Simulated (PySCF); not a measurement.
**Electronic structure of Sn⁺ (tin, charge +1) at the UHF level**

Configuration: [Kr] 4d10 5s1 5p1 6s1, high-spin 4P determinant (an excited configuration). Calculation: PySCF 2.14, in aug-cc-pVDZ-PP with ECP28MDF (5s4p3d, 32 functions); scalar relativity through the core potential.

* Total energy: -212.644851 hartree
* One-electron energy: -365.4185 hartree
* Hartree (Coulomb) energy: 169.6135 hartree
* Exchange energy: -16.8398 hartree
* ⟨S²⟩: 3.7513
* ⟨L²⟩: 2.087
* Sum of ⟨r⟩: 28.68 bohr
* Sum of ⟨r²⟩: 71.76 bohr²
* Traceless quadrupole moment −½Σ⟨3z² − r²⟩ along its main axis: -1.20 e·bohr²

```tsv
shell	electrons	mean orbital energy (eV)	spread (eV)	rms radius, mean of both spins (bohr)
4s α	1	-173.19	0	0.879
4s β	1	-172.47	0	0.879
4p α	3	-123.74	0.177	0.952
4p β	3	-123.31	0.616	0.952
4d α	5	-49.230	0.437	1.17
4d β	5	-48.741	0.722	1.17
5s α	1	-26.955	0	2.39
5p α	1	-18.097	0	2.90
6s α	1	-7.458	0	6.09
```

Energies and moments cover only the electrons outside the core potential. The outer electron is Rydberg-like, and this basis confines it to a smaller radius and binds it less than a complete one would.
